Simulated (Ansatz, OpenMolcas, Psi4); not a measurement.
## C2H7Ga (SMILES [CH3][GaH][CH3]): the HOMO–LUMO gap, rung by rung

C2H7Ga has 10 atoms, charge 0, and is taken as a singlet. SMILES: `[CH3][GaH][CH3]`. The coordinates come from a PBE0-D4/def2-TZVP relaxation.

Each level gives the HOMO–LUMO gap (eV). The values are calculated.

| level | kind | program | value (eV) | CPU time |
| --- | --- | --- | --- | --- |
| PBE/def2-SVP | GGA | Ansatz | 4.67 | 6.9 s |
| revPBE/def2-SVP | GGA | OpenMolcas | 4.73 | 56 s |
| TPSS/def2-SVP | meta-GGA | OpenMolcas | 4.89 | 67 s |
| BHLYP/def2-SVP | global hybrid | Ansatz | 8.59 | 9.9 s |
| M06-2X/def2-SVP | hybrid meta-GGA | OpenMolcas | 8.37 | 62 s |
| M06-2X/def2-SVP (density fitting) | hybrid meta-GGA | Psi4 | 8.37 | 14 s |
| r2SCAN0/def2-SVP | hybrid meta-GGA | Ansatz | 7.09 | 16 s |
| wB97M-V/def2-SVP | range-separated hybrid | Ansatz | 10.62 | 81 s |

All-electron rows without a relativistic Hamiltonian named are non-relativistic. The values span 4.67 to 10.62 eV. Orbital gaps aren't excitation energies; they tend to grow with the share of exact exchange. CPU times are rough (shared hosts, several kinds of processor and program).
